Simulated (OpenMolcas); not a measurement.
Ni3+, Pd3+, Pt3+: d⁷ down the group

```yaml
Program: OpenMolcas 26.06
Method: CASSCF
Basis: ANO-R2
Scalar_Hamiltonian: X2C, finite nucleus
Spin-orbit_coupling: state interaction with AMFI integrals over the reference wave functions, term energies averaged over their components
```

Active space for each ion: 7 electrons in 10 orbitals (d d).

Computed levels in cm-1 above ⁴F_9/2:

| Level | Ni3+ | Pd3+ | Pt3+ |
| --- | --- | --- | --- |
| ⁴F_7/2 | 1129 | 2708 | 9392 |
| ⁴F_5/2 | 1951 | 4424 | 11746 |
| ⁴P_5/2 | 21258 | 16420 | 19609 |
| ²G_9/2 | 21931 | 17254 | 20304 |
| ⁴P_1/2 | 22144 | 18220 | 23555 |
| ²G_7/2 | 23030 | 19979 | 27788 |
| ²H_11/2 | 28905 | 22869 | 27058 |
| ²H_9/2 | 29875 | 25605 | 37198 |
| ²P_1/2 | 30048 | 25506 | 36952 |
| weight of ⁴F in the lowest level (%) | 100 | 98 | 86 |

Mixed levels, with the weight of the term that names them: Pt3+ ⁴F_5/2 (72 %), Pt3+ ²G_9/2 (61 %), Pt3+ ⁴P_1/2 (69 %), Pt3+ ²H_9/2 (72 %), Pt3+ ²P_1/2 (69 %).

Measured, with the error of the calculation in %. Measured levels: Ni3+ from Corliss and Sugar, J. Phys. Chem. Ref. Data 10, 197 (1981).

```json
{"Level": "⁴F_7/2", "Ni3+": "1190 (-5.1)"}
{"Level": "⁴F_5/2", "Ni3+": "2042 (-4.5)"}
{"Level": "⁴P_5/2", "Ni3+": "18119 (+17.3)"}
{"Level": "²G_9/2", "Ni3+": "19830 (+10.6)"}
{"Level": "⁴P_1/2", "Ni3+": "18958 (+16.8)"}
{"Level": "²G_7/2", "Ni3+": "20948 (+9.9)"}
{"Level": "²H_11/2", "Ni3+": "26649 (+8.5)"}
{"Level": "²H_9/2", "Ni3+": "27678 (+7.9)"}
{"Level": "²P_1/2", "Ni3+": "24651 (+21.9)"}
```

The fine-structure level ⁴F_5/2 changes by a factor of 6.02 from Ni3+ to Pt3+.

Without spin-orbit coupling ⁴P lies 20516, 14702, 13373 cm-1 above ⁴F in that order; the difference to the level ⁴P_5/2, of either sign, comes from spin-orbit coupling, which also lowers the zero.

Without dynamic correlation excited terms often stand tens of per cent too high (terms of higher spin than the ground term too low), and those without a measured partner can miss by more than the paired ones. Active for correlation alone: 4d; no level in the range computed is led by a configuration that fills it, so any true level of that kind is missing (holds for Ni3+). Active for correlation alone: 5d; no level in the range computed is led by a configuration that fills it, so any true level of that kind is missing (holds for Pd3+). Active for correlation alone: 6d; no level in the range computed is led by a configuration that fills it, so any true level of that kind is missing (holds for Pt3+). Measured partners are found by configuration, term and J. A level has none where our copy of the source lacks it or the pairing is in doubt (some pairs that miss far off the trend of their configuration count as doubtful), and it then counts in no deviation. Only configurations of the active space appear.
